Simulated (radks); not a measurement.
Problem. Successive ionisation energies (eV) of one element, from differences of total energies of ions in their ground configurations, starting at charge 0: 9.889, 18.443, 40.534, 61.813, 85.673. Calculated with a radial shooting solver on a logarithmic mesh with Libxc functionals: Dirac Kohn-Sham, PBE, spin-unpolarised, spherical densities, finite nucleus; open shells are shared between the two j in proportion to 2j + 1; Fermi nuclear charge, rms radius 3.9283 fm. Which element is it?

Solution. Zinc (Z = 30). The first species listed is Zn in [Ar] 3d10 4s2, the last Zn4+ in [Ar] 3d8.
